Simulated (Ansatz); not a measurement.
One change: `[CH3][AlH][Se]C` becomes `C[Se][AlH2]`.

Ansatz, PBE0-D4/def2-TZVP geometries, multiplicity 1. Each molecule was computed in one conformer, which needn't be the lowest.

Scalar relativity is left out up to krypton.

| property | `[CH3][AlH][Se]C` |
| --- | --- |
| LUMO energy (B3LYP/def2-TZVPP) / eV | -1.13 |
| size of the dipole moment (PBE/def2-TZVPP) / D | 2.06 |
| HOMO–LUMO gap (PBE0/def2-TZVPP) / eV | 5.78 |
| HOMO energy (ωB97M-V/def2-TZVPP) / eV | -8.85 |
| HOMO energy (PBE/def2-TZVPP) / eV | -5.66 |
| HOMO energy (PBE0/def2-TZVPP) / eV | -6.73 |

Problem. Give the same properties after the change, and the shifts. (Best estimate.)

Solution. Ansatz gave: 
| property | `C[Se][AlH2]` | shift |
| --- | --- | --- |
| LUMO energy (B3LYP/def2-TZVPP) / eV | -1.54 | -0.41 |
| size of the dipole moment (PBE/def2-TZVPP) / D | 1.35 | -0.71 |
| HOMO–LUMO gap (PBE0/def2-TZVPP) / eV | 5.57 | -0.21 |
| HOMO energy (ωB97M-V/def2-TZVPP) / eV | -9.03 | -0.18 |
| HOMO energy (PBE/def2-TZVPP) / eV | -5.87 | -0.21 |
| HOMO energy (PBE0/def2-TZVPP) / eV | -6.92 | -0.19 |

With PBE0 the HOMO falls by 0.19 eV and the LUMO falls by 0.42 eV, so the gap narrows by about 0.23 eV. PBE moves the HOMO by -0.21 eV and ωB97M-V by -0.18 eV. Dipoles are sizes alone; their direction can turn.

B3LYP here is the variant with VWN-RPA as its local correlation; programs differ in this.

Spin–orbit coupling is left out; it splits and shifts lone-pair levels of the heavy atoms by tenths of an eV.
